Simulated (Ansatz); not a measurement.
Molecule: sum formula GeOCl₂, net charge -1, doublet state. 
Geometry from a B3LYP-D3(BJ)/def2-TZVP (Ansatz, an electronic-structure program) optimisation:
```
Ge
O 1 1.6869
Cl 1 2.3296 2 113.53
Cl 1 2.3296 2 113.53 3 -113.44
```
Charge -1, spin multiplicity 2.

Basis-set convergence of Hartree-Fock and CCSD correlation energies (hartree) with Ansatz. Valence correlation only, unless marked. Open shells are spin-unrestricted. No spin-orbit coupling. Frozen are the shells of the preceding noble gas and the d and f shells that filled before the atom's block. No relativistic terms. This anion needs diffuse functions, which these sets lack.

```
basis       functions        E(HF)  E(corr, CCSD)
----------  ---------  -----------  -------------
def2-SVP           82  -3068.71689       -0.55957
def2-TZVPP        163  -3069.40674       -0.75312
def2-QZVPP        286          ___            ___
```

Question: Some entries are withheld; supply them.

Answer: 
- def2-QZVPP, E(HF): -3069.47999
- def2-QZVPP, E(corr, CCSD): -0.81600
